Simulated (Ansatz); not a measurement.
Ansatz (a first-principles code) input (CCSD(T)/aug-cc-pV(D+d)Z):
A basis named .json is the Basis Set Exchange file of that set.

Ansatz 0.2 input:
```yaml
crystal:
  periodic: [false, false, false]
  atoms:
    - {symbol: Si, position_ang: [0.41461912, -0.24657735, 0.36204208]}
    - {symbol: F, position_ang: [-0.92783069, -0.92691346, -0.41534054]}
    - {symbol: F, position_ang: [0.32284718, 1.29476318, -0.33452072]}
    - {symbol: H, position_ang: [-0.35981604, 0.14143532, 1.68016218]}
basis:
  gaussian:
    orbitals: aug-cc-pV_D+d_Z.json
total_charge: -1
magnetization: {spin_polarized: false}
correlation: {method: ccsd_t, electrons: outside_noble_gas}
output: {forces: true}
```

End of the output:

```
mean field evaluation 2: about -13292.8095 eV, gradient 1.6e1 eV
mean field evaluation 4: about -13293.5762 eV, gradient 1.7e0 eV
mean field evaluation 8: about -13293.5952 eV, gradient 1.7e-1 eV
mean field evaluation 16: about -13293.3927 eV, gradient 5.4e0 eV
mean field -13293.59567277 eV, -488.5306302515 hartree, gradient 3.6e-6 eV, S^2 0.000000; 0 other end points of the search recorded, 0 dependent functions left out
7 core orbitals not correlated
reference -13293.59567277 eV, -488.5306302515 hartree; 10, 10 occupied and 70, 70 virtual orbitals, 849 factors
densities: 0.37 GiB planned
second order -14.27527508 eV of doubles, -0.00000000 eV of singles
coupled cluster: 0.27 GiB planned
cycle   1  -14.28443036 eV  change   -9.2e-3 eV  update   1.1e-1
cycle   2  -14.65564829 eV  change   -3.7e-1 eV  update   3.3e-2
cycle   3  -14.75881357 eV  change   -1.0e-1 eV  update   1.7e-2
cycle   4  -14.75140593 eV  change    7.4e-3 eV  update   3.6e-3
cycle   5  -14.74806621 eV  change    3.3e-3 eV  update   1.7e-3
cycle   6  -14.74898092 eV  change   -9.1e-4 eV  update   6.0e-4
cycle   7  -14.74910620 eV  change   -1.3e-4 eV  update   2.7e-4
cycle   8  -14.74895933 eV  change    1.5e-4 eV  update   1.1e-4
cycle   9  -14.74897577 eV  change   -1.6e-5 eV  update   4.9e-5
cycle  10  -14.74901621 eV  change   -4.0e-5 eV  update   1.9e-5
cycle  11  -14.74900408 eV  change    1.2e-5 eV  update   7.8e-6
cycle  12  -14.74900608 eV  change   -2.0e-6 eV  update   3.2e-6
perturbative correction -0.37405859 eV, -0.0137463996 hartree
the calculation of the forces begins
Total energy: -13308.71873743 eV, -489.0863926272 hartree
Atom 0 at     0.414619    -0.246577     0.362042 Å, force     0.509874    -0.311652     0.676833 eV/Å
Atom 1 at    -0.927831    -0.926913    -0.415341 Å, force    -0.520996    -0.253789    -0.332143 eV/Å
Atom 2 at     0.322847     1.294763    -0.334521 Å, force    -0.043420     0.594566    -0.301282 eV/Å
Atom 3 at    -0.359816     0.141435     1.680162 Å, force     0.054542    -0.029125    -0.043409 eV/Å
Dipole moment:    -0.215175     0.126184    -0.138881 e Å
```

It need not be the lowest isomer of its formula. Whether it binds its extra electron was not tested at this geometry.
